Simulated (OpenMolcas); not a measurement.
Ho2+ among 7 point charges of -1.5 e arranged as a pentagonal bipyramid (D5h), 3.05 Å from the ion, with the axial distance 2.897 Å.

| Item | Value |
| --- | --- |
| Program | OpenMolcas 26.06 |
| Method | CASSCF |
| Basis | ANO-RCC-VDZP [7s6p4d2f1g] |
| Scalar Hamiltonian | DKH2, point nucleus |
| Active space | 11 electrons in 7 orbitals (4f) |
| State averaging | 2S+1 = 4 odd, 35 roots; 2S+1 = 2 odd, 73 roots kept (CI in the orbitals of an earlier block) |
| Spin-orbit coupling | RASSI with atomic mean-field integrals over the reference wave functions |

Problem. What is the spin-free ground state?

Solution. A state of multiplicity 4, 2-fold in its orbital part, 100 % from free-ion I terms; it has the highest spin that f11 allows.

Problem. Where is the first state of the same spin?

Solution. A 2-fold state lies at 4.61 cm-1 above the ground state.

Problem. What are the lowest two levels with spin-orbit coupling?

Solution. A 2-fold level with g = 0.00, 0.00, 13.18, then a 2-fold level 10.4 cm-1 above it. Their leading multiplicities are 4 (98 %) and 4 (98 %).

Problem. What is χT at 300 K, and how does it compare with the textbook value?

Solution. Hund's rules give f11 the level 4I15/2 with g = 1.200, so an isolated free-ion multiplet has χT = g² J(J+1) / 8 = 11.475 cm3 K/mol. The computed 11.441 at 300 K differs by 0 %, through the field's splitting, the mixing of terms and any other multiplet in reach.

High states are left out of the spin-orbit mixing, which shifts the levels that they would mix with. Point charges carry no covalency, so the field is a model and not that of real ligands. An unlabelled pair can be two single states that coincide in this model. The first state left out of the spin-orbit step lies near 46000 cm-1 above the lowest spin-free state of the reference (among the parities and spins computed), and the lists stop at four fifths of that energy or lower. No measured value stands beside these numbers.
